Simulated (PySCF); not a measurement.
# Telling isomers of C$_{5}$H$_{9}$N$_{3}$ apart by NMR

All values are calculated (PySCF 2.14): couplings computed with B3LYP/pcJ-1 (spin–dipole term left out of most H,H and C,H couplings), σ from GIAO-PBE0/pcSseg-1, geometry: GFN2-xTB. Relativity neglected, in vacuum, one averaged value for each set of equivalent atoms, a single conformation.

References, each an isolated molecule treated in the same way: ¹H (σref 31.72), ¹³C (σref 186.93) vs TMS. Multiplet labels drop J under 1 Hz and among equivalent protons, and merge close values. Unscaled 3J(H,H) run several per cent high. Where no couplings were computed, multiplicities follow the n + 1 count of equivalent neighbours, and m marks all less simple cases (inequivalent or close neighbours, rings, F or P nearby). Shifts are as computed. Against solution values, carbons near 30 ppm lie about +3 ppm off and those near 130 ppm about +5 ppm. Of 1211 compounds with measured shifts, 218 miss one by over three times the rms of a fit or turn the order of signals round; such compounds aren't used in these exercises.

(1) Tabulate the signals of `Cc1nc(C)n(C)n1`, `CC(C)n1cnnc1`, `CCn1cnnc1C`, `Cc1nn(C)nc1C` and their relative energies.

(2) What is the quickest way to tell Cc1nc(C)n(C)n1 from Cc1nn(C)nc1C?

(3) What is the quickest way to tell CC(C)n1cnnc1 from Cc1nn(C)nc1C?

(4) What is the quickest way to tell Cc1nc(C)n(C)n1 from CCn1cnnc1C?

Results:

(1) 
```json
{"SMILES": "Cc1nc(C)n(C)n1", "carbon types": "2×C 3×CH3", "δC": "162.2, 156.1, 35.6, 16.1, 14.1", "δH": "3.81 (s, 3H), 2.43 (s, 3H), 2.39 (s, 3H)", "E rel. (kcal/mol)": "0.0"}
{"SMILES": "CC(C)n1cnnc1", "carbon types": "3×CH 2×CH3", "δC": "143.2, 49.5, 27.2", "δH": "7.88 (s, 2H), 4.17 (sept, 1H), 1.53 (d, 6H)", "E rel. (kcal/mol)": "17.1"}
{"SMILES": "CCn1cnnc1C", "carbon types": "1×C 1×CH 1×CH2 2×CH3", "δC": "151.8, 146.0, 41.0, 20.1, 12.4", "δH": "7.75 (s, 1H), 3.92 (q, 2H), 2.50 (s, 3H), 1.32 (t, 3H)", "E rel. (kcal/mol)": "12.8"}
{"SMILES": "Cc1nn(C)nc1C", "carbon types": "2×C 3×CH3", "δC": "146.4, 41.0, 12.5", "δH": "4.08 (s, 3H), 2.37 (s, 6H)", "E rel. (kcal/mol)": "14.2"}
```

Energies are electronic energies at PBE0/pcSseg-1 on these geometries, without zero-point or thermal terms, each for the one conformer computed, which needn't be the lowest.

(2) Count the carbon signals: 5 against 3. The first has a substituted aromatic carbon next to a ring nitrogen (C) at 162.2 ppm, the second a substituted aromatic carbon next to a ring nitrogen (C) at 146.4 ppm.

(3) Both give the same number of carbon signals, but DEPT or the intensities differ. The first has an aromatic CH between two ring heteroatoms at 143.2 ppm, the second a substituted aromatic carbon next to a ring nitrogen (C) at 146.4 ppm. In the proton spectra the most deshielded non-exchanging signals are 7.88 (s, 2H) and 4.08 (s, 3H).

(4) Both give the same number of carbon signals, but DEPT or the intensities differ. The first has a methyl carbon bonded to N (CH3) at 35.6 ppm, the second an aromatic CH between two ring heteroatoms at 146.0 ppm. Their most deshielded carbons lie at 162.2 and 151.8 ppm. In the proton spectra the most deshielded non-exchanging signals are 3.81 (s, 3H) and 7.75 (s, 1H).
